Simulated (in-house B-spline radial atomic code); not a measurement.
Results of a calculation; reference values are marked as such.
## Two electrons in InAs: a spherical dot of radius 106 nm with hard walls

For InAs the NSM archive of the Ioffe Institute lists m* = 0.023 m0 and ε = 15.15. In so narrow a gap the band flattens within tens of meV, so real spacings are smaller, by up to some tenths.

Effective-mass model with parabolic bands, a uniform dielectric constant, no image charges, no central-cell or spin-orbit terms. Two-electron levels come from full CI in B-splines with partial waves to l = 5 (up to 0.001 effective hartree above the limit).

(1) What are the effective units, and what is the potential in them?

In these units the lowest s and p orbitals lie at 0.533977 and 1.092383, and their Coulomb and exchange integrals are J_ss = 0.587524, J_sp = 0.532788 and K_sp = 0.1183. (For an empty sphere J_ss = 1.786/R.) Full CI gives 1.598949 for the ground singlet, 2.028037 for the sp triplet, 2.215396 for the sp singlet and 3.149073 for the lowest triplet of two s orbitals.

(2) What does it cost to add the second electron, to first order and exactly?

(3) How far above the singlet do the triplets lie?

Answers

(1) Ha* = 27211.386 meV × 0.023/15.15² = 2.727 meV and a* = 0.0529177 nm × 15.15/0.023 = 34.86 nm. The radius is R = 3.04 a*. The one-electron levels are π²/2R² = 0.5340 and 4.4934²/2R² = 1.0924 Ha*.

(2) To first order E = 2ε_s + J_ss = 1.655478, so the charging energy E(2) − 2E(1) is J_ss = 1.602 meV. CI gives 1.598949 − 2 × (0.533977) = 0.530995, or 1.448 meV: relaxation and correlation lower it by 0.1541 meV, 9.6 % of J_ss. The s² configuration of one-electron orbitals holds 96.6 % of the state, and the mean radius is 55.4 nm.

(3) To first order the sp triplet lies at ε_s + ε_p + J_sp − K_sp = 2.040841, which is 1.051 meV above 2ε_s + J_ss. CI gives 2.028037 − (1.598949) = 0.429088, or 1.17 meV, 77 % of the orbital spacing of 1.523 meV. The ss triplet lies 4.227 meV up, so the lower of the two is the sp one, and its gap equals k_BT at 13.6 K. The sp singlet-triplet splitting is 0.5109 meV, against 2K_sp = 0.6452 meV.
